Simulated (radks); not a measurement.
Pt59+, configuration [Ar] 3d1.

All-electron calculation, Dirac Kohn-Sham, PBE, spin-unpolarised, spherical densities, point nucleus; open shells are shared between the two j in proportion to 2j + 1. Program: a radial shooting solver on a logarithmic mesh with Libxc functionals.

Energy parts (hartree):
part                       energy
total                 -14822.0348
kinetic                17410.9088
electron-nucleus      -33749.2277
Hartree                 1714.1045
exchange-correlation    -197.8203

Orbitals (lengths in bohr, moments of r in powers of bohr; r(max) is where P^2 peaks):
orbital	occ.	eigenvalue (hartree)	<r^4>	<r^2>	<r>	r(max)
1s1/2	2	-3039.821	4.512e-07	0.0004058	0.01714	0.01061
2s1/2	2	-662.8203	0.00006346	0.006038	0.07112	0.06120
2p1/2	2	-643.2064	0.00003769	0.004278	0.05859	0.04516
2p3/2	4	-578.7166	0.00005697	0.005419	0.06680	0.05234
3s1/2	2	-256.5194	0.001832	0.03522	0.1754	0.1664
3p1/2	2	-248.9352	0.001541	0.03160	0.1648	0.1546
3p3/2	4	-232.4155	0.002021	0.03646	0.1775	0.1675
3d3/2	0.4	-221.8233	0.001204	0.02682	0.1522	0.1285
3d5/2	0.6	-218.0238	0.001306	0.02810	0.1561	0.1320

The highest occupied level is 3d5/2 at -5932.7 eV. For comparison, the ionisation energy in NIST's Atomic Spectra Database is 6106 eV (theoretical). In exact Kohn-Sham theory the highest level is minus the ionisation energy, but local and semilocal functionals leave it too shallow, through self-interaction and a potential that decays too fast; potentials with the right tail come closer. The density falls to 0.001 e/bohr^3 at r = 0.56 bohr.

Beside tabulated values, note that spin-unpolarised runs miss the spin-polarisation part of the exchange energy of open shells.
